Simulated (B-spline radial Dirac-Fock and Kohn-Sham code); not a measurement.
**Electron momentum distribution of V: Compton profiles**

System: the V atom, [Ar] 3d3 4s2.

These are calculated numbers from a radial finite-basis atomic code; the model is the impulse approximation on relativistic Hartree-Fock (Dirac-Fock) wave functions, averaged over the configuration. pz is in atomic units of momentum; subshell profiles are per electron, for a selection of subshells; open shells are spread over both j values by their weights.

```
 pz    J total   J 2p1/2   J 3d5/2   J 4s1/2  tabulated J
  0      7.344    0.0748     0.252      1.68         7.38
0.1      6.982    0.0748     0.252      1.50         7.01
0.2      6.125    0.0748     0.252      1.09         6.14
0.3      5.214    0.0748     0.252     0.646         5.21
0.4      4.528    0.0748     0.252     0.328         4.53
0.5      4.106    0.0748     0.250     0.151         4.11
0.6      3.859    0.0748     0.247    0.0708         3.86
0.8      3.557    0.0747     0.234    0.0355         3.56
  1      3.258    0.0746     0.214    0.0344         3.26
1.2      2.914    0.0745     0.190    0.0297         2.92
1.4      2.555    0.0743     0.164    0.0221         2.56
1.6      2.215    0.0740     0.140    0.0148         2.22
1.8      1.910    0.0736     0.117   0.00926         1.91
  2      1.648    0.0730    0.0975   0.00560         1.65
2.5      1.177    0.0710    0.0605   0.00173         1.18
  3     0.9000    0.0679    0.0372   0.00106        0.902
  4     0.6202    0.0592    0.0143  0.000966        0.621
  5     0.4655    0.0485   0.00568  0.000637        0.465
  7     0.2675    0.0283   0.00105  0.000140        0.267
 10     0.1225    0.0106  0.000120  2.24e-05        0.120
 15    0.04347   0.00198  7.01e-06  1.79e-05       0.0430
 20    0.01886  0.000437    < 1e-6  9.25e-06       0.0180
 30   0.004532  3.66e-05    < 1e-6  2.00e-06      0.00430
 40   0.001343  5.34e-06    < 1e-6    < 1e-6      0.00120
 60  0.0001916    < 1e-6    < 1e-6    < 1e-6     0.000170
100  1.346e-05    < 1e-6    < 1e-6    < 1e-6     9.90e-06
```

J(0) = 7.344. The 4s1/2 subshell gives the largest part, 46 %.

Mean momentum ⟨p⟩ by subshell (a.u.): 1s1/2 19.4, 2s1/2 6.29, 2p1/2 8.47, 2p3/2 8.38, 3s1/2 2.48, 3p1/2 2.83, 3p3/2 2.81, 3d3/2 2.64, 3d5/2 2.63, 4s1/2 0.564.

Tabulated profile: Biggs, Mendelsohn and Mann, At. Data Nucl. Data Tables 16, 201 (1975), a Hartree-Fock calculation.
